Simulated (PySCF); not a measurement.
The numbers are results of PBE0-D3(BJ)/def2-TZVP // PBE0-D3(BJ)/def2-SVP (PySCF), not measurements. Isolated molecules, 0 K electronic values unless said otherwise. One relaxed conformer stands for a flexible species; it need not be the lowest. Excitations are Tamm–Dancoff values on a coarser integration grid. The basis has no diffuse functions, so Rydberg states are missing or too high.

Reference species (SMILES): `B[C@]12CC[C@](S)(CC1)C2` (neutral, multiplicity 1).

| Quantity | Value |
|---|---|
| T1 excitation (TDA) | 4.36 eV |
| S1–T1 gap (TDA) | 0.13 eV |
| HOMO–LUMO gap | 5.28 eV |

Changed species: `B[C@@H]1C[C@H]2CC[C@]1(S)C2`.

Question: Give the shifts of the T1 excitation (TDA), S1–T1 gap (TDA) and HOMO–LUMO gap.

Answer: the T1 excitation (TDA) decreases by 0.15 eV, to 4.21 eV; the S1–T1 gap (TDA) is nearly the same; the HOMO–LUMO gap increases by 0.07 eV, to 5.35 eV.
